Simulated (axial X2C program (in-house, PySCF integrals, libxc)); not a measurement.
**Low determinants of CdSi⁺ at the PBE0 level, with spin–orbit coupling**

Calculated with an in-house all-electron X2C program for linear molecules (integrals from PySCF). Two-component (2c) means X2C with spin–orbit coupling and atomic mean-field two-electron Coulomb and Gaunt terms. Basis: Cd dyall-cv3z [12s12p8d5f3g], Si dyall-v3z [8s7p2d1f] (cores contracted in-house); Gaussian nuclei, density fitting, unrestricted open shells. Masses: Cd 113.903 u, Si 27.977 u.

Search at 2.679 Å (vertical energies from the lowest determinant):

```tsv
ΔE (eV)	state	electrons beyond evenly filled partner blocks	electrons in ±ω = 1/2, 3/2, 5/2, 7/2
0.00	Ω = 1/2	ω = 1/2	41 16 4 0
0.03	Ω = 3/2	ω = 3/2	40 17 4 0
2.05	Ω = 5/2	2 × ω = 1/2, ω = 3/2	40 17 4 0
2.11	Ω = 1/2	2 × ω = -1/2, ω = 3/2	40 17 4 0
2.41	Ω = 3/2	3 × ω = 1/2	41 16 4 0
```

Lowest determinant, Ω = 1/2 (⟨Sz⟩ = -0.50, ⟨Lz⟩ = 1.00 at PBE0): Re = 2.669 Å, ωe = 217.6 cm⁻¹.

The determinant in row 2 of the search, Ω = 3/2 (⟨Sz⟩ = 0.50, ⟨Lz⟩ = 1.00 at PBE0), was followed along the bond at PBE0; measured from the minimum of the lowest determinant it gives:

Te = 0.031 eV (250 cm⁻¹), Re = 2.677 Å, ωe = 217.1 cm⁻¹.

**Question.** Compare the bond of the determinant in row 2 with that of the lowest one.

**Answer.** At PBE0 its Re is 0.008 Å longer and its force constant, which goes as ωe², is 1.00 times that of the lowest determinant. T0 ≈ Te + Δωe/2 = 250 + (0) = 250 cm⁻¹.

The search compares states at one distance, so a state with another bond length can lie lower; it is not exhaustive and yields mostly the lowest determinant of each block pattern, so other components and higher states of one pattern are missing. These are energies of single determinants, not of spin-adapted states; PBE0 term energies can be off by some tenths of an eV, and the functional has no current term.
